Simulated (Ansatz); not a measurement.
Steps of a relaxation of GaH₈NO₃Si (`[OH][Ga-]([OH])([OH])[NH2+][SiH3]`) with RKS PBE-D4/def2-SVP.

```sh
$ ansatz run in.yaml --threads 4 --pin off --events-out ev --progress --plain --max-ram 11315MiB
```

```yaml
crystal:
  periodic: [false, false, false]
  atoms:
    - {symbol: O, position_ang: [-2.632400, 0.523900, 0.046800]}
    - {symbol: Ga, position_ang: [-0.951800, 0.165300, 0.462900]}
    - {symbol: O, position_ang: [-0.949700, -1.324000, 1.508300]}
    - {symbol: O, position_ang: [-0.132000, 1.588400, 1.362800]}
    - {symbol: N, position_ang: [0.042500, -0.166900, -1.159900]}
    - {symbol: Si, position_ang: [1.744700, -0.502300, -0.730100]}
    - {symbol: H, position_ang: [-2.584800, 1.345400, -0.574300]}
    - {symbol: H, position_ang: [-0.062200, -1.208000, 2.067100]}
    - {symbol: H, position_ang: [-0.717000, 1.647700, 2.252600]}
    - {symbol: H, position_ang: [0.013600, 0.683300, -1.736200]}
    - {symbol: H, position_ang: [-0.373800, -0.975900, -1.631500]}
    - {symbol: H, position_ang: [1.827400, -1.714000, 0.130400]}
    - {symbol: H, position_ang: [2.281700, 0.648400, -0.023000]}
    - {symbol: H, position_ang: [2.480800, -0.740400, -1.947000]}
basis:
  gaussian: {orbitals: def2-SVP}
hamiltonian: {xc: pbe, dispersion: d4}
relax: {f_tol: 0.03, max_steps: 200}
```

Positions (Å) and forces (eV/Å) along the path, 10 of 20 steps:

```xyz
14
step=1 energy=-67983.8564 eV
O    -2.632    0.524    0.047   -1.243    2.098   -2.278
Ga   -0.952    0.165    0.463   -0.397    0.753    2.899
O    -0.950   -1.324    1.508    2.892   -0.186    1.453
O    -0.132    1.588    1.363   -1.416   -0.085    2.110
N     0.043   -0.167   -1.160    0.801    0.048   -0.829
Si    1.745   -0.502   -0.730    0.690   -0.676    0.773
H    -2.585    1.345   -0.574   -0.405   -1.686    1.400
H    -0.062   -1.208    2.067   -2.497   -0.465   -1.385
H    -0.717    1.648    2.253    1.734   -0.167   -2.736
H     0.014    0.683   -1.736   -0.298   -0.102   -0.383
H    -0.374   -0.976   -1.631   -0.325    0.059   -0.343
H     1.827   -1.714    0.130   -0.218   -0.122    0.039
H     2.282    0.648   -0.023    0.120    0.709    0.334
H     2.481   -0.740   -1.947    0.562   -0.179   -1.055
14
step=4 energy=-67984.8913 eV
O    -2.737    0.389   -0.137    0.065    0.151    0.022
Ga   -1.084    0.182    0.617   -0.128    0.010   -0.090
O    -0.803   -1.451    1.377    0.034   -0.074    0.061
O    -0.147    1.625    1.239    0.042    0.076    0.004
N     0.104   -0.101   -1.132    0.205    0.096    0.170
Si    1.814   -0.542   -0.695    0.039   -0.071   -0.095
H    -2.879    1.340   -0.310   -0.015   -0.152    0.027
H    -0.176   -1.377    2.119   -0.046    0.009   -0.034
H    -0.521    1.956    2.074   -0.016    0.017    0.023
H     0.040    0.753   -1.705    0.006    0.001    0.022
H    -0.386   -0.841   -1.648   -0.080   -0.130   -0.086
H     1.773   -1.779    0.143   -0.059    0.023   -0.021
H     2.393    0.622    0.038   -0.049    0.037    0.012
H     2.596   -0.806   -1.953    0.002    0.010   -0.016
14
step=5 energy=-67984.8969 eV
O    -2.706    0.380   -0.207    0.017    0.062    0.042
Ga   -1.077    0.195    0.597   -0.023    0.016   -0.042
O    -0.810   -1.432    1.382    0.023   -0.028    0.040
O    -0.162    1.659    1.215   -0.040    0.043    0.066
N     0.136   -0.101   -1.128    0.025   -0.014   -0.035
Si    1.840   -0.569   -0.709   -0.013   -0.013    0.005
H    -2.998    1.309   -0.153    0.027   -0.069   -0.027
H    -0.196   -1.352    2.134   -0.020    0.013   -0.024
H    -0.542    1.989    2.050    0.023   -0.014   -0.043
H     0.082    0.762   -1.688   -0.016    0.009    0.019
H    -0.367   -0.828   -1.659    0.001    0.006    0.001
H     1.752   -1.818    0.105    0.012   -0.014   -0.012
H     2.404    0.583    0.055   -0.002    0.003    0.015
H     2.634   -0.806   -1.965   -0.016   -0.001   -0.004
14
step=8 energy=-67984.8527 eV rejected
O    -2.752    0.216   -0.006   -0.406    2.135   -1.184
Ga   -1.045    0.225    0.638    0.058    0.031    0.142
O    -0.543   -1.348    1.441    0.104    0.149    0.003
O    -0.301    1.806    1.209    0.045   -0.069   -0.087
N     0.145   -0.017   -1.112   -0.209    0.034   -0.055
Si    1.781   -0.714   -0.724    0.067   -0.047    0.164
H    -2.919    1.136   -0.459    0.369   -2.187    1.128
H    -0.008   -1.145    2.231   -0.033   -0.045   -0.024
H    -0.734    2.130    2.018   -0.042   -0.018   -0.016
H     0.180    0.914   -1.562    0.106   -0.160    0.032
H    -0.419   -0.630   -1.724    0.049    0.113    0.050
H     1.617   -2.118   -0.211   -0.004    0.211   -0.130
H     2.385    0.226    0.287   -0.076   -0.158   -0.125
H     2.599   -0.711   -1.995   -0.026    0.010    0.103
14
step=9 energy=-67984.9453 eV
O    -2.722    0.232   -0.100   -0.040    0.034   -0.010
Ga   -1.049    0.226    0.623    0.052    0.028   -0.062
O    -0.563   -1.354    1.406    0.045    0.009    0.028
O    -0.275    1.789    1.187   -0.006    0.025    0.001
N     0.147   -0.027   -1.124   -0.054    0.045    0.017
Si    1.788   -0.691   -0.714   -0.018   -0.091    0.071
H    -2.991    1.150   -0.290    0.008   -0.065    0.011
H    -0.048   -1.186    2.215   -0.002   -0.004    0.015
H    -0.689    2.120    2.003   -0.010   -0.006   -0.015
H     0.184    0.890   -1.592    0.037   -0.017   -0.001
H    -0.406   -0.651   -1.729   -0.023    0.027   -0.009
H     1.608   -2.060   -0.149    0.024    0.005   -0.059
H     2.380    0.278    0.261   -0.008   -0.025   -0.001
H     2.622   -0.745   -1.967   -0.003    0.034    0.013
14
step=11 energy=-67984.9861 eV
O    -2.700    0.152   -0.100   -0.058    0.098    0.000
Ga   -1.020    0.259    0.607   -0.013    0.061   -0.001
O    -0.425   -1.282    1.414    0.130    0.139    0.104
O    -0.347    1.879    1.152   -0.025   -0.070   -0.045
N     0.165    0.010   -1.123   -0.183    0.032   -0.174
Si    1.757   -0.774   -0.709    0.071   -0.106    0.212
H    -3.066    1.046   -0.250    0.091   -0.156    0.032
H     0.020   -1.067    2.256   -0.065   -0.054   -0.119
H    -0.767    2.185    1.976   -0.009   -0.009   -0.015
H     0.263    0.949   -1.547    0.053   -0.206    0.057
H    -0.422   -0.553   -1.768    0.133    0.173    0.140
H     1.542   -2.213   -0.320    0.019    0.275   -0.130
H     2.356    0.080    0.384   -0.088   -0.185   -0.176
H     2.631   -0.701   -1.943   -0.055    0.009    0.114
14
step=13 energy=-67985.0467 eV
O    -2.700    0.004   -0.018    0.115    0.194    0.042
Ga   -0.997    0.309    0.590   -0.088   -0.005   -0.039
O    -0.180   -1.155    1.383   -0.058    0.210    0.003
O    -0.473    2.000    1.089   -0.050   -0.171   -0.039
N     0.188    0.089   -1.120   -0.100    0.186   -0.205
Si    1.682   -0.879   -0.670    0.002   -0.261    0.295
H    -3.125    0.860   -0.229    0.096   -0.200    0.053
H     0.205   -0.893    2.240    0.005   -0.079   -0.055
H    -0.895    2.265    1.926   -0.003    0.019   -0.015
H     0.414    1.035   -1.484   -0.022   -0.278    0.089
H    -0.413   -0.370   -1.830    0.192    0.101    0.164
H     1.341   -2.353   -0.569    0.076    0.435   -0.043
H     2.306   -0.245    0.555   -0.106   -0.159   -0.332
H     2.634   -0.698   -1.836   -0.059    0.008    0.080
14
step=17 energy=-67985.0829 eV
O    -2.676   -0.093    0.040    0.013    0.027    0.000
Ga   -0.990    0.341    0.579   -0.021    0.000    0.029
O    -0.092   -1.086    1.345   -0.008    0.013   -0.005
O    -0.546    2.043    1.080   -0.013    0.003    0.020
N     0.226    0.172   -1.093    0.025   -0.034   -0.042
Si    1.627   -0.938   -0.643   -0.006    0.030    0.054
H    -3.161    0.715   -0.209   -0.002   -0.025    0.000
H     0.310   -0.860    2.202   -0.002   -0.003    0.000
H    -1.033    2.333    1.872    0.009   -0.011   -0.030
H     0.549    1.103   -1.395   -0.005   -0.011    0.016
H    -0.329   -0.218   -1.870   -0.002    0.029   -0.002
H     1.178   -2.356   -0.591   -0.010   -0.022   -0.031
H     2.357   -0.388    0.535    0.035    0.020    0.014
H     2.566   -0.797   -1.822   -0.014   -0.017   -0.024
14
step=19 energy=-67985.0868 eV
O    -2.656   -0.149    0.058    0.004    0.048   -0.002
Ga   -0.985    0.357    0.579   -0.033   -0.001   -0.013
O    -0.033   -1.045    1.332   -0.002   -0.006    0.010
O    -0.594    2.071    1.083   -0.025    0.015    0.045
N     0.253    0.215   -1.073    0.011   -0.007   -0.069
Si    1.601   -0.973   -0.632   -0.025    0.042    0.023
H    -3.175    0.629   -0.216    0.022   -0.035    0.012
H     0.360   -0.831    2.196   -0.002    0.009    0.007
H    -1.129    2.367    1.843    0.027   -0.027   -0.046
H     0.626    1.147   -1.316   -0.028   -0.061    0.023
H    -0.283   -0.113   -1.892    0.040    0.038    0.046
H     1.084   -2.371   -0.599    0.012    0.008   -0.004
H     2.410   -0.454    0.512   -0.002   -0.015   -0.035
H     2.506   -0.878   -1.846    0.000   -0.008    0.004
14
step=20 energy=-67985.0876 eV
O    -2.652   -0.156    0.058   -0.004    0.011    0.002
Ga   -0.985    0.358    0.579   -0.014   -0.013   -0.013
O    -0.025   -1.037    1.336   -0.001   -0.005    0.009
O    -0.601    2.071    1.084    0.002    0.015    0.010
N     0.256    0.220   -1.070    0.002   -0.021   -0.025
Si    1.595   -0.978   -0.633    0.011    0.023   -0.006
H    -3.175    0.618   -0.219    0.004   -0.007    0.003
H     0.363   -0.820    2.202    0.000    0.007   -0.004
H    -1.142    2.366    1.838    0.002   -0.006   -0.006
H     0.636    1.152   -1.297   -0.004   -0.010    0.012
H    -0.273   -0.093   -1.898    0.018    0.015    0.022
H     1.074   -2.373   -0.598   -0.003   -0.001    0.001
H     2.423   -0.465    0.500   -0.005   -0.002   -0.004
H     2.495   -0.892   -1.853   -0.007   -0.005   -0.001
```

Hardware: 4 threads of an Intel Xeon Platinum 8375C on a shared host. Wall time 42 s, peak host memory 0.24 GiB.
